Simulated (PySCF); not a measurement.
C5H7FO2.
Numbering: `[CH3:1][O:2][C@@H:3]1[CH2:4][O:5][CH:6]=[C:7]1[F:8]` (hydrogens: H9, H10, H11 on C1; H12 on C3; H13, H14 on C4; H15 on C6)

Cartesian coordinates in Å at the PBE0-D3(BJ)/def2-SVP level; atoms count from 1:
```
atom  x, y, z in Å
C1     1.9438   -0.1870   -1.0541
O2     0.7415   -0.7960   -0.6799
C3     0.1256   -0.2213    0.4459
C4    -1.1207   -1.0301    0.8115
O5    -2.2697   -0.2948    0.3827
C6    -1.8497    0.9591    0.1054
C7    -0.5231    1.1045    0.1828
F8     0.1713    2.2178   -0.0421
H9     1.7998    0.8462   -1.4170
H10    2.3797   -0.7867   -1.8647
H11    2.6650   -0.1565   -0.2132
H12    0.8544   -0.1781    1.2811
H13   -1.1038   -2.0053    0.3068
H14   -1.1968   -1.1760    1.9007
H15   -2.6181    1.6890   -0.1473
```

Linear response at B3LYP/def2-SVPD (PySCF, frozen core in the response, non-relativistic).

Static isotropic polarisability: 67.29 au (9.97 Å³), principal values 55.5, 65.6, 80.7 au.

Question: What is the polarisability at 1064 nm and at the sodium D line?

Answer: 67.83 au at 1064 nm (+0.8 %), 69.15 au at 589.3 nm (+2.8 %). The rise at 589.3 nm is 3.40 times that at 1064 nm; a pure ω² law gives 3.26. The lowest singlet lies at 216 nm, shorter than both wavelengths.

Question: What is the isotropic C6 coefficient between two such molecules, C6 = (3/π)∫α(iω)² dω?

Answer: 2054 au (Eh·bohr⁶) by a ten-point quadrature over imaginary frequencies, which is 1230 eV·Å⁶ or 118 J·nm⁶/mol.

Question: Which effective excitation energy ω̄ makes London's formula C6 = (3/4)α²ω̄ exact here?

Answer: ω̄ = 4·C6/(3α²) = 0.605 Eh = 16.5 eV. A one-pole form α(ω) = α/(1 − ω²/ω̄²) fitted to the 1064 nm value gives 13.0 eV.

Question: What molar refraction at the D line follows from R = (4π/3)·N_A·α′, with α′ the polarisability volume?

Answer: α′ = 10.25 Å³ gives R = 25.85 cm³/mol, for isolated, non-vibrating species.

Question: How anisotropic is the static polarisability, by Δα² = ½[(α1 − α2)² + (α2 − α3)² + (α3 − α1)²]?

Answer: Δα = 22.0 au, or 0.33 of the isotropic value.

Question: How many electrons N does the Slater–Kirkwood formula C6 = (3/4)·√N·α^(3/2) need to give this C6?

Answer: N = (4·C6/3)²/α³ = 24.6; the species has 62 electrons in all.

Question: What three-body coefficient follows from the one-pole estimate C9 = (3/4)·α·C6?

Answer: 104000 au. This is an estimate from the two numbers above, not a computed integral.

Question: What n − 1 at the D line would an ideal gas of it have at 273.15 K and 1 atm (2.6868 × 10¹⁹ cm⁻³), by n − 1 = 2π·N·α′?

Answer: 17.30 × 10⁻⁴, a formal value whether or not that pressure can be reached.

Question: The lowest 6 singlets have (eV, f): 5.74, 0.079; 6.06, 0.042; 6.18, 0.037; 6.46, 0.004; 6.69, 0.013; 6.81, 0.015. What share of the static polarisability do they carry in the sum over states α = Σ f/ω²?

Answer: 3.87 au, 5.7 % of α; the largest term, 1.77 au, is that of the state at 5.74 eV. Their oscillator strengths add up to 0.19. Higher states carry the rest.

Hardware: Arm Neoverse V1, one thread, shared host with 32 logical CPUs at a one-minute load of 25. Cost: 46 s of wall time, 0.89 GiB resident at most. This is the whole response run at B3LYP/def2-SVPD, SCF included.

One conformer stands for the species.
